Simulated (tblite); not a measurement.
C5H11OP2 (charge +1).
Z-matrix (Å and degrees, GFN2-xTB geometry), rows numbered from 1:
```
O 
C   1  1.1942
C   2  1.5240  1  122.82
C   3  1.5330  2  111.46  1  -113.61
P   4  1.8215  3  110.18  2   -57.91
P   5  2.1634  4  111.72  3   170.36
C   5  1.8215  4  104.12  3    49.64
C   2  1.5240  1  122.80  3  -179.48
H   3  1.0916  2  108.31  1     6.61
H   3  1.0929  2  109.02  1   124.21
H   4  1.0961  3  110.49  2    60.75
H   4  1.0942  3  110.62  2  -179.91
H   5  1.3908  4  104.91  3   -60.33
H   6  1.4021  5   91.96  4   168.68
H   6  1.4022  5   91.98  4    75.03
H   7  1.0943  5  110.10  4  -171.94
H   7  1.0962  5  107.50  4    70.84
H   8  1.0916  2  108.33  1    -6.58
H   8  1.0929  2  109.04  1  -124.19
```

Calculated harmonic vibrations of the isolated species, GFN2-xTB (tblite), most abundant isotopes, no scaling. Against measured fundamentals such values can be off by several per cent, at times by over 20. Modes of hydrogen on phosphorus can be 10 to 20 % off. One conformer, not necessarily the lowest.

Harmonic wavenumbers (cm⁻¹): 49.2, 109.6, 121.2, 122.9, 146.7, 224.5, 274.6, 344.2, 410.3, 491.7, 497.5, 653.8, 674.3, 699.2, 700.0, 717.1, 765.0, 771.2, 801.3, 837.3, 888.0, 915.0, 985.3, 1002.4, 1037.0, 1051.1, 1069.0, 1093.3, 1105.9, 1160.5, 1196.9, 1234.6, 1239.3, 1283.5, 1298.9, 1399.6, 1405.2, 1439.9, 1450.1, 1811.3, 2227.7, 2269.7, 2303.2, 2924.6, 2928.3, 2943.1, 2944.1, 2970.7, 2976.2, 3006.2, 3007.4.

A = 3143, B = 813.6, C = 723.5 MHz; mass 149.029 u (most abundant isotopes); point group Cs, symmetry number 1.

Problem. Zero-point energy?

Solution. ½Σν̃ = 31990 cm⁻¹ = 91.46 kcal/mol.

Problem. What is S at 298.15 K and 1 bar for an ideal gas of classical rigid rotors and harmonic oscillators?

Solution. Translation 40.93, rotation 29.54, vibration 27.50: S = 98.0 cal/(mol K).

Problem. And Cp and H(298.15 K) − H(0)?

Solution. Cp = 38.46 cal/(mol K), of which vibrations give 30.51 (their classical limit is 51 R = 101.3); H(298.15 K) − H(0) = 6.79 kcal/mol without the zero-point energy, 4.42 from vibrations.

Problem. Blend soft modes into free rotors: weight 1/[1 + (100 cm⁻¹/ν̃)⁴] for the oscillator and the rest for a rotor with moment μB/(μ + B), μ = h/(8π²ν), B = 10⁻⁴⁴ kg m². What vibrational entropy results?

Solution. 25.79 cal/(mol K) in place of 27.50, which changes −T·S at 298.15 K by +0.51 kcal/mol.

Problem. How do the functions run with temperature in this model?

Solution. 
| T (K) | S (cal/(mol K)) | Cp (cal/(mol K)) | H − H(0) (kcal/mol) | G − H(0) (kcal/mol) | ln q(vib) |
| --- | --- | --- | --- | --- | --- |
| 150 | 77.8 | 22.7 | 2.29 | -9.37 | 2.71 |
| 250 | 91.7 | 33.1 | 5.07 | -17.86 | 5.18 |
| 400 | 110.8 | 49.2 | 11.26 | -33.06 | 8.95 |
| 600 | 134.0 | 65.2 | 22.81 | -57.59 | 14.04 |
| 900 | 163.5 | 80.1 | 44.80 | -102.36 | 21.35 |

q(vib) and H(0) count from the zero-point level.

Problem. Which modes carry the vibrational entropy at 298.15 K?

Solution. 49.2 cm⁻¹: 4.85; 109.6 cm⁻¹: 3.28; 121.2 cm⁻¹: 3.08; 122.9 cm⁻¹: 3.05; 146.7 cm⁻¹: 2.71; 224.5 cm⁻¹: 1.92 cal/(mol K); the other 45 give 8.60 together.

Hindered rotation and anharmonicity are outside this model. Other conformers, if any are populated, would add a mixing term that is left out.
